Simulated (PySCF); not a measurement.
# Electronic structure of S (sulfur, neutral) at the UHF level

Configuration: [Ne] 3s1 3p4 3d1, one real determinant (an excited configuration). Calculation: PySCF 2.14, in aug-cc-pV(T+d)Z with one added diffuse shell each of s, p, d, f type (7s6p5d3f, 71 functions); the non-relativistic Hamiltonian (point nucleus).

| Item | Value |
| --- | --- |
| Total energy | -396.857537 hartree |
| One-electron energy | -545.4242 hartree |
| Hartree (Coulomb) energy | 173.4639 hartree |
| Exchange energy | -24.8972 hartree |
| Kinetic energy | 396.86525 hartree |
| ⟨S²⟩ | 6.0142 |
| ⟨L²⟩ | 8.030 |
| Sum of ⟨r⟩ | 17.87 bohr |
| Sum of ⟨r²⟩ | 49.82 bohr² |
| Traceless quadrupole moment −½Σ⟨3z² − r²⟩ along its main axis | 5.86 e·bohr² |
| Density at the nucleus (Gaussians lack the cusp) | 2620 bohr⁻³ |
| Spin density at the nucleus | 8.91 bohr⁻³ |
| Langevin diamagnetic susceptibility | -39.5 ×10⁻⁶ cm³/mol |

| shell | electrons | mean orbital energy (eV) | spread (eV) | rms radius, mean of both spins (bohr) |
| --- | --- | --- | --- | --- |
| 1s α | 1 | -2511.1 | 0 | 0.113 |
| 1s β | 1 | -2509.9 | 0 | 0.113 |
| 2s α | 1 | -252.20 | 0 | 0.519 |
| 2s β | 1 | -250.46 | 0 | 0.519 |
| 2p α | 3 | -189.29 | 0.487 | 0.491 |
| 2p β | 3 | -187.70 | 0.519 | 0.491 |
| 3s α | 1 | -33.155 | 0 | 1.76 |
| 3p α | 3 | -18.183 | 1.874 | 2.10 |
| 3p β | 1 | -11.981 | 0 | 2.10 |
| 3d α | 1 | -1.996 | 0 | 5.20 |

⟨L²⟩ = 8.03 against 12 for a pure F term, so this real determinant mixes terms. The outer electron is Rydberg-like, and this basis confines it to a smaller radius and binds it less than a complete one would.

Spin-orbit constants ζ (cm⁻¹) from the X2C one-electron operator on these orbitals (non-relativistic here): bare nucleus, nucleus screened by l(l+1)(2l+1)/3 electrons, and screened by the Breit-Pauli mean field of the electrons.

```json
{"shell": "2p", "bare": "7367", "screened nucleus": "6446", "mean field": "6023"}
{"shell": "3p", "bare": "541.2", "screened nucleus": "473.5", "mean field": "437.0"}
{"shell": "3d", "bare": "7.194", "screened nucleus": "2.698", "mean field": "1.411"}
```

To first order the Landé constant is A = -36.18 cm⁻¹, so the lowest level has J = 5 and lies 0.0269 eV below the centre of the term. This holds in LS coupling only.
